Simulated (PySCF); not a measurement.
# Spinor energies of Br+ (bromine, charge +1)

Start: [Ar] 3d10 4s2 4p4; 4p1/2 filled at m_j = -1/2, +1/2; 4p3/2 filled at m_j = +1/2, +3/2. Calculated with PySCF 2.14 in x2c-TZVPPall-2c with one added diffuse shell each of s, p, d type (7s8p5d1f, 63 functions): generalised Hartree-Fock with the X2C-1e Hamiltonian and a Gaussian nucleus; spin-orbit coupling (SO) screened by Boettger's factors.

```
spinor shell  electrons  ε, screened SO (eV)  weight of nominal j (screened SO)  rms radius, screened SO (bohr)
       1s1/2          2             -13568.3                              1.000                          0.0492
       2s1/2          2              -1836.9                              1.000                           0.205
       2p1/2          2              -1648.9                              1.000                           0.180
       2p3/2          4              -1600.6                              1.000                           0.184
       3s1/2          2              -288.52                              1.000                           0.588
       3p1/2          2              -221.50                              0.999                           0.600
       3p3/2          4              -213.98                              0.999                           0.611
       3d3/2          4              -97.626                              0.982                           0.649
       3d5/2          6              -96.404                              0.988                           0.651
       4s1/2          2              -37.455                              0.999                            1.78
       4p3/2          2              -23.525                              0.815                            2.10
       4p1/2          2              -22.246                              0.718                            2.12
```

```csv
quantity,screened SO
E (hartree),-2604.09153
M_J,2
⟨J²⟩,6.018
⟨L²⟩,2.112
⟨S²⟩,1.956
```

Each row is a mean over spinors that exchange with the open shell spreads, by up to 5.958 eV (4s1/2).

Rows whose weight is well below 1 are mixtures of j = l ± 1/2: exchange outweighs spin-orbit coupling there, and the label is only the starting occupation.
